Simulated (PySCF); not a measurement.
CH6GeOSi. Atoms are numbered in the order given.

```xyz
10

C     -1.4923    -0.1346     0.0000
O     -0.9254    -1.4637     0.0000
Si     0.7659    -1.3281     0.0000
Ge     0.1963     0.9777     0.0000
H     -2.1196     0.0084     0.8953
H     -2.1196     0.0084    -0.8953
H      1.3900    -1.9449    -1.2038
H      1.3900    -1.9449     1.2038
H      0.4062     1.8482     1.2529
H      0.4062     1.8482    -1.2529
```

Geometry: TPSSh-D3(BJ)/def2-SVP. The structure was generated by enumeration, and PubChem lists no compound with its InChIKey, so it may never have been made.

Calculation: HF/def2-TZVP (PySCF).

Symmetry labels are those of the subgroup Cs that the program uses (full group Cs).

### Question
List the valence orbital energies around the gap with their symmetry. (Estimate from the structure and the level; the computed values follow.)

### Answer

```json
[
 {"orbital": "HOMO−7", "symmetry": "A\"", "energy (eV)": "-17.05"},
 {"orbital": "HOMO−6", "symmetry": "A'", "energy (eV)": "-16.39"},
 {"orbital": "HOMO−5", "symmetry": "A'", "energy (eV)": "-15.46"},
 {"orbital": "HOMO−4", "symmetry": "A\"", "energy (eV)": "-13.72"},
 {"orbital": "HOMO−3", "symmetry": "A\"", "energy (eV)": "-12.96"},
 {"orbital": "HOMO−2", "symmetry": "A\"", "energy (eV)": "-11.75"},
 {"orbital": "HOMO−1", "symmetry": "A'", "energy (eV)": "-11.15"},
 {"orbital": "HOMO", "symmetry": "A'", "energy (eV)": "-10.03"},
 {"orbital": "LUMO", "symmetry": "A'", "energy (eV)": "2.72"},
 {"orbital": "LUMO+1", "symmetry": "A'", "energy (eV)": "2.88"},
 {"orbital": "LUMO+2", "symmetry": "A\"", "energy (eV)": "3.73"},
 {"orbital": "LUMO+3", "symmetry": "A'", "energy (eV)": "4.07"}
]
```
